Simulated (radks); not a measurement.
The chromium ion Cr+ inside a hard spherical wall (all orbitals vanish at R), configuration held at [Ar] 3d5 and not refilled when levels cross. Method: non-relativistic Kohn-Sham, PBE, spin-polarised, spherical densities, point nucleus; open shells are filled with parallel spins first; computed with a radial shooting solver on a logarithmic mesh with Libxc functionals. Eigenvalues in eV for spin up, with the zero of energy where the potential of the charges vanishes at infinity; a dash marks a level that is unbound or too diffuse for the functional's potential to be trusted. A positive occupied level is held by the wall or, in an anion where self-interaction has pushed it up, behind a barrier. The pressure on the wall is -dE/dV.

R (bohr),E (hartree),kinetic (hartree),e(2p),e(3s),e(3p),e(3d),"e(4s, empty)","e(4p, empty)",pressure (GPa)
free,-1043.96404,1043.102,-565.13,-80.586,-53.221,-10.990,-10.285,-6.282,0
15,-1043.96404,1043.102,-565.13,-80.586,-53.221,-10.990,-10.285,-6.281,< 0.0001
12,-1043.96404,1043.102,-565.13,-80.586,-53.221,-10.990,-10.285,-6.279,< 0.0001
7,-1043.96330,1043.109,-565.05,-80.517,-53.153,-10.928,-10.148,-5.809,0.0543
6,-1043.96065,1043.128,-564.86,-80.345,-52.985,-10.770,-9.801,-5.059,0.334
3,-1043.59454,1044.735,-556.07,-73.610,-46.427,-3.444,10.171,20.796,175
1.5,-1030.58137,1091.550,-471.45,-10.513,20.527,71.402,258.61,272.24,43000
